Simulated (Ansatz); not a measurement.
Ansatz (an electronic-structure program) input (CCSD(T)/cc-pwCVTZ):
A basis named .json is the Basis Set Exchange file of that set.

Ansatz 0.2 input:
```yaml
crystal:
  periodic: [false, false, false]
  atoms:
    - {symbol: O, position_ang: [1.45394501, -0.20785379, 0.05455583]}
    - {symbol: C, position_ang: [0.27194834, -0.12038035, 0.00643112]}
    - {symbol: C, position_ang: [-1.09230295, -0.60272092, -0.07611734]}
    - {symbol: C, position_ang: [-0.90878382, 0.71139686, -0.00718105]}
    - {symbol: H, position_ang: [-1.25672953, 1.73305677, 0.02475698]}
basis:
  gaussian:
    orbitals: cc-pwCVTZ.json
magnetization: {spin_polarized: true, initial_magnetization: 1}
correlation: {method: ccsd_t, electrons: outside_noble_gas}
```

End of the output:

```
1117 factors; integrals over basis functions are off by at most 1.1e-3 eV
mean field: 0.58 GiB planned
mean field evaluation 1: about -5139.5364 eV, gradient 2.3e1 eV
mean field evaluation 2: about -5139.5416 eV, gradient 2.3e1 eV
mean field evaluation 4: about -5141.8331 eV, gradient 3.5e0 eV
mean field evaluation 8: about -5141.9276 eV, gradient 2.7e-1 eV
mean field evaluation 16: about -5141.0059 eV, gradient 1.6e1 eV
mean field evaluation 32: about -5139.2353 eV, gradient 3.6e0 eV
mean field evaluation 64: about -5138.2505 eV, gradient 1.6e-2 eV
mean field evaluation 96: about -5139.5118 eV, gradient 4.0e-1 eV
mean field -5141.93325969 eV, -188.9625619661 hartree, gradient 2.5e-6 eV, S^2 0.776463; 3 other end points of the search recorded, 0 dependent functions left out
determinant -5141.93325969 eV, -188.9625619661 hartree, with singles and doubles -5160.50323253 eV, -189.6449958808 hartree
determinant -5139.52132130 eV, -188.8739248652 hartree, with singles and doubles -5157.33220224 eV, -189.5284626670 hartree
4 core orbitals not correlated
reference -5141.93325969 eV, -188.9625619661 hartree; 10, 9 occupied and 172, 173 virtual orbitals, 1117 factors
second order -18.32325479 eV of doubles, -0.00000000 eV of singles
coupled cluster: 1.66 GiB planned
cycle   1  -18.32426644 eV  change    -1.6e0 eV  update   2.4e-2
cycle   2  -18.39594701 eV  change   -7.2e-2 eV  update   5.9e-3
cycle   3  -18.38654770 eV  change    9.4e-3 eV  update   3.1e-3
cycle   4  -18.38832544 eV  change   -1.8e-3 eV  update   1.7e-3
cycle   5  -18.38934833 eV  change   -1.0e-3 eV  update   1.3e-3
cycle   6  -18.38976859 eV  change   -4.2e-4 eV  update   6.2e-4
cycle   7  -18.38995731 eV  change   -1.9e-4 eV  update   3.2e-4
cycle   8  -18.39006276 eV  change   -1.1e-4 eV  update   1.2e-4
cycle   9  -18.38996403 eV  change    9.9e-5 eV  update   6.9e-5
cycle  10  -18.38994003 eV  change    2.4e-5 eV  update   2.9e-5
cycle  11  -18.38995084 eV  change   -1.1e-5 eV  update   1.3e-5
perturbative correction -1.06199912 eV, -0.0390277480 hartree
Total energy: -5161.38520966 eV, -189.6774079423 hartree
```

It need not be the lowest isomer of its formula.
